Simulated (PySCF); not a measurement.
Si(H)3(OMe) (CH₆OSi), SMILES O([SiH3])C. Atoms are numbered in the order given.

```xyz
9

Si     0.0908    -1.0570     0.0000
O     -0.5682     0.4508     0.0000
C      0.2052     1.6397     0.0000
H     -1.0383    -2.0074     0.0000
H      0.9402    -1.2649    -1.2011
H      0.9402    -1.2649     1.2011
H      0.8402     1.7012    -0.8899
H     -0.4785     2.4882     0.0000
H      0.8402     1.7012     0.8899
```

The structure is a stationary point at B3LYP-D3(BJ)/def2-TZVP.

Calculation: PBE0/def2-TZVPD run with PySCF.

Symmetry labels are those of the subgroup Cs that the program uses (full group Cs).

List the valence orbital energies around the gap with their symmetry. (Estimate from the structure and the level; the computed values follow.)


```json
[
 {"orbital": "HOMO−7", "symmetry": "A'", "energy (eV)": "-15.29"},
 {"orbital": "HOMO−6", "symmetry": "A\"", "energy (eV)": "-12.87"},
 {"orbital": "HOMO−5", "symmetry": "A'", "energy (eV)": "-12.80"},
 {"orbital": "HOMO−4", "symmetry": "A'", "energy (eV)": "-12.65"},
 {"orbital": "HOMO−3", "symmetry": "A\"", "energy (eV)": "-9.99"},
 {"orbital": "HOMO−2", "symmetry": "A'", "energy (eV)": "-9.91"},
 {"orbital": "HOMO−1", "symmetry": "A'", "energy (eV)": "-8.89"},
 {"orbital": "HOMO", "symmetry": "A\"", "energy (eV)": "-8.20"},
 {"orbital": "LUMO", "symmetry": "A'", "energy (eV)": "0.03"},
 {"orbital": "LUMO+1", "symmetry": "A'", "energy (eV)": "0.43"},
 {"orbital": "LUMO+2", "symmetry": "A'", "energy (eV)": "0.94"},
 {"orbital": "LUMO+3", "symmetry": "A'", "energy (eV)": "1.29"}
]
```
